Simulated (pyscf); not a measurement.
**H₂N–Hf(F)(F)–F, singlet**

Gas-phase minimum from PySCF at ωB97X-D3(BJ)/def2-SVP, one conformer. 

SMILES: [NH2][Hf]([F])([F])[F]
```xyz
7

N     -0.8590     0.1911    -1.8339
Hf    -1.0224    -1.4685    -0.6910
F     -1.6486    -0.9260     1.0383
F      0.6864    -2.3360    -0.6878
F     -2.3140    -2.6642    -1.4592
H     -1.4425     1.0234    -1.7669
H     -0.2020     0.3245    -2.6010
```

Bonded distances (Å): N1–Hf2 2.022, N1–H6 1.019, N1–H7 1.019, Hf2–F3 1.918, Hf2–F4 1.916, Hf2–F5 1.920. Bond angles (°): Hf2–N1–H6 126.0, Hf2–N1–H7 125.8, H6–N1–H7 108.2, N1–Hf2–F3 107.7, N1–Hf2–F4 107.5, N1–Hf2–F5 109.8, F3–Hf2–F4 114.7, F3–Hf2–F5 108.5, F4–Hf2–F5 108.6.

Properties at ωB97X-D3(BJ)/def2-SVP:

| Item | Result |
|---|---|
| Harmonic wavenumbers, unscaled | 24, 148, 151, 155, 169, 201, 496, 498, 653, 663, 671, 676, 1522, 3580, 3664 cm⁻¹ |
| Zero-point energy | 19.0 kcal/mol |
| Rotational symmetry number | 1 |
| Entropy of this conformer at 298 K and 1 atm, rigid rotor and harmonic oscillator, modes under 100 cm⁻¹ raised to 100 | 369.9 J/(mol K) |
| Dipole moment | 2.54 D |

Single-point totals, which compare only within one level:

```
level                   total energy (hartree)
----------------------  ----------------------
ωB97X-D3(BJ)/def2-TZVP              -404.03734
PBE/def2-TZVP                       -403.64847
r²SCAN/def2-TZVP                    -403.84844
B3LYP-D3(BJ)/def2-TZVP              -404.00206
PBE0-D3(BJ)/def2-TZVP               -403.61089
M06-2X/def2-TZVP                    -403.74585
ωB97M-D3(BJ)/def2-TZVP              -404.00017
```

The lowest mode is so soft that the shape along it may change with the basis. Soft torsions are taken as harmonic, which can shift the entropy by several J/(mol K). Elements past Kr carry the def2 core potentials, without spin-orbit coupling.
